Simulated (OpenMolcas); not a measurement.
# Tb³⁺: effect of correlating more closed shells

| Property | Result |
| --- | --- |
| Program | OpenMolcas 26.06 |
| Basis | ANO-RCC-VTZP [8s7p5d3f2g1h] |
| Scalar Hamiltonian | DKH2, point nucleus |
| Active space | 8 electrons in 7 orbitals (4f) |
| State averaging | 2S+1 = 7 even, 7 roots; 2S+1 = 5 even, 140 roots (105 in the spin-orbit step); 2S+1 = 3 even, 259 roots kept (CI in the orbitals of an earlier block, 141 in the spin-orbit step); 2S+1 = 1 even, 121 roots kept (CI in the orbitals of an earlier block, 47 in the spin-orbit step) |
| Spin-orbit coupling | RASSI with atomic mean-field integrals over the reference wave functions, term energies averaged over their components |

Methods on the same reference wave functions:
A. CASSCF
B. MS-CASPT2, IPEA 0.25 Eh, imaginary shift 0.1 Eh (closed shells correlated: 5s 5p)
C. MS-CASPT2, IPEA 0.25 Eh, imaginary shift 0.1 Eh (closed shells correlated: 4d 5s 5p)

Energies in cm-1 above 4f8 7F6, the measured ground level; measured values from Martin, Zalubas and Hagan, Atomic Energy Levels: The Rare-Earth Elements, NSRDS-NBS 60 (1978).

```
            Level      A      B      C  Measured
          4f8 7F6    0.0    0.0    0.0       0.0
          4f8 7F5   2091   2120   2130      2052
          4f8 7F4   3449   3430   3430      3314
          4f8 7F3   4480   4440   4450      4292
          4f8 7F2   5217   5170   5170      4978
          4f8 7F1   5701   5650   5650      5432
          4f8 7F0   5941   5880   5890      5654
       4f8 5D4(1)  23572  20480  20080          
       4f8 5D3(1)  29503  26450  26040          
         4f8 5L10  30349  29320  27670          
4f8 5G6(1) [70 %]  31395  28320  27400          
          4f8 5L9  31812  30740  29090          
       4f8 5D2(1)  32053  28810  28410          
4f8 5G5(1) [74 %]  32524  29420  28490          
          4f8 5L8  32625  31490  29850          
          4f8 5L7  32944  31700  30080          
          4f8 5L6  33114  31880  30270          
       4f8 5G4(1)  33324  30200  29290          
       4f8 5G3(1)  33803  30630  29760          
       4f8 5G2(1)  34095  30870  30030          
       4f8 5D1(1)  34418  31230  30840          
       4f8 5D0(1)  35296  32060  31680          
       4f8 5H7(1)  36678  33830  32400          
4f8 5H6(1) [67 %]  38704  35770  34420
```

Deviations, from unrounded energies. A percentage is the sum of absolute deviations over the sum of measured energies, with the sign that they share, or ± where signs differ.

| Against measurement | Levels | A | B | C |
| --- | --- | --- | --- | --- |
| mean absolute deviation (cm-1) | 6 | 190 | 160 | 170 |
| fine structure of the ground term (%) | 6 | +4.5 | +3.8 | +3.9 |

B, C lie about equally close to measurement and A furthest from it. The largest miss of B in the table is 4f8 7F0, by +230 cm-1. The ranking rests on the paired levels alone, and a cruder setting can come out closer through cancelling errors.

Between B and C the level of the table that moves most is 4f8 5L10, by 1700 cm-1 (lowest in C, highest in B). Moves below CASPT2's spread within the term are not significant.

The two smallest mean deviations differ by little beside CASPT2's spread within terms, so their order carries little weight.

From A to B the spin-free energies of the other terms of 4f8 shown, above 7F, scale by factors of 0.87 to 0.96, as is usual when dynamic correlation screens the repulsion within a d or f shell.

The lowest spin-free term lies below A's lowest term by 0.630 hartree in B, 1.142 hartree in C.

What an inner shell adds also hangs on whether the basis holds functions to correlate it.

Term energies are means over components that CASPT2 splits; among the terms shown or strongly mixed into the levels shown the widest spread is 190 cm-1 (4f8 5I, C). High states are left out of the spin-orbit mixing, which shifts the levels that they would mix with. Without dynamic correlation excited terms often stand tens of per cent too high (terms of higher spin than the ground term too low), and those without a measured partner can miss by more than the paired ones (holds for A). Blocks of more than 70 roots (2S+1 = 5 even, 3 even) ran without multistate coupling (holds for B; C). Computed and measured levels are paired by configuration, term and J; levels that our copy of the source lacks, or whose pairing is in doubt (as where it misses far off the trend of its configuration), stay unpaired and out of the deviations. Only configurations of the active space appear. The table leaves out levels that lie high or whose names do not pair safely across all columns.

A share in square brackets marks a mixed level and gives the weight of the term that names it, the lowest over the columns. A number in round brackets counts repeated terms of one configuration in the order of the reference energies.
